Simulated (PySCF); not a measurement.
F3Ga, SMILES [F][Ga+]([F])[F] (connectivity only; charge and spin as stated), charge +1, multiplicity 2.

Geometry optimised at r2SCAN-D4/def2-SVP.

Two levels are set side by side: PBE/def2-TZVPD (PySCF) and B3LYP/def2-TZVPD (PySCF). Same geometry, gas phase. Differences are taken from unrounded values.

```
quantity                     B3LYP
---------------------------  -----
α-spin orbital gap (eV)       7.97
β-spin orbital gap (eV)       3.47
mean polarisability (bohr³)   27.5
```

Problem. What does PBE give, and how far is it from B3LYP? (The exact figures need the calculation; the answer reports its results.)

Solution. 
```
quantity                      PBE  PBE minus B3LYP
---------------------------  ----  ---------------
α-spin orbital gap (eV)      5.60            -2.37
β-spin orbital gap (eV)      0.69            -2.78
mean polarisability (bohr³)  26.7             -0.8
```

Rough cost on one machine, each run with all the roots and properties that it gave: B3LYP against PBE within a factor of 2.
